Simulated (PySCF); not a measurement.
A calculated (HSE06, PySCF 2.14, x2c-QZVPPall, scalar relativity by spin-free X2C-1e) atom or ion has these occupied shells.

```json
{"shell": "1s α", "electrons": "1", "orbital energy (eV)": "-1808.8", "rms radius, mean of both spins (bohr)": "0.129"}
{"shell": "1s β", "electrons": "1", "orbital energy (eV)": "-1808.3", "rms radius, mean of both spins (bohr)": "0.129"}
{"shell": "2s α", "electrons": "1", "orbital energy (eV)": "-147.39", "rms radius, mean of both spins (bohr)": "0.619"}
{"shell": "2s β", "electrons": "1", "orbital energy (eV)": "-146.70", "rms radius, mean of both spins (bohr)": "0.619"}
{"shell": "2p α", "electrons": "3", "orbital energy (eV)": "-101.39", "rms radius, mean of both spins (bohr)": "0.602"}
{"shell": "2p β", "electrons": "3", "orbital energy (eV)": "-100.65", "rms radius, mean of both spins (bohr)": "0.602"}
{"shell": "3s α", "electrons": "1", "orbital energy (eV)": "-13.981", "rms radius, mean of both spins (bohr)": "2.28"}
{"shell": "3p α", "electrons": "3", "orbital energy (eV)": "-6.139", "rms radius, mean of both spins (bohr)": "2.84"}
```

Q: Name the element and its charge.

A: Si (silicon, neutral), in [Ne] 3s1 3p3, high-spin 5S determinant (an excited configuration).
